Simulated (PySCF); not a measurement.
Potential energy of CsTe along the bond

Set-up: Cs def2-SVP with ECP46, Te def2-SVP with ECP28; scalar-relativistic core potentials (PySCF 2.14). Energies in eV from Cs + Te in their ground configurations at the same level. State: ²Π (doublet), unpaired electrons π ↑.

```tsv
R (Å)	BLYP	UHF-MP2	PBE0
3.019	-1.568	-1.251	-1.752
3.159	-1.882	-1.602	-2.045
3.299	-2.059	-1.800	-2.201
3.405	-2.127	-1.876	-2.254
3.510	-2.154	-1.906	-2.267
3.615	-2.152	-1.902	-2.249
3.756	-2.114	-1.858	-2.193
3.931	-2.032	-1.762	-2.089
4.142	-1.906	-1.613	-1.936
4.423	-1.720	-1.391	-1.717
```

Question: Put a parabola through the three lowest points of the BLYP curve and estimate Re, k and ωe (reduced mass 65.69 u; 1 eV/Å² = 0.16022 mdyn/Å; ωe = 1302.8·√(k/μ) cm⁻¹).

Answer: Through R = 3.405, 3.51, 3.615 Å the second-order coefficient is 1.32 eV/Å², so Re ≈ 3.555 Å, k ≈ 0.421 mdyn/Å and ωe ≈ 104 cm⁻¹. A polynomial fit of higher order to the unrounded BLYP energies gives Re = 3.550 Å, k = 0.388 mdyn/Å, ωe = 100 cm⁻¹; anharmonicity and rounding make the difference.

The higher-order fit for each curve: BLYP: Re = 3.550 Å, ωe = 100 cm⁻¹, De = 2.16 eV; UHF-MP2: Re = 3.547 Å, ωe = 107 cm⁻¹, De = 1.91 eV; PBE0: Re = 3.497 Å, ωe = 107 cm⁻¹, De = 2.27 eV.

Correlated steps freeze 4 core orbitals. Correlated levels converge slowly with the basis: in double zeta they bind strong bonds too weakly, by up to about 1 eV, and carry superposition errors of some tenths. Spin–orbit coupling is left out, which matters for elements this heavy, above all for dissociation energies. Counting both spins, an empty level lies below a filled one in some of these solutions, because spin and occupation are held. The state was picked by a PBE0 search and need not be the measured ground state.
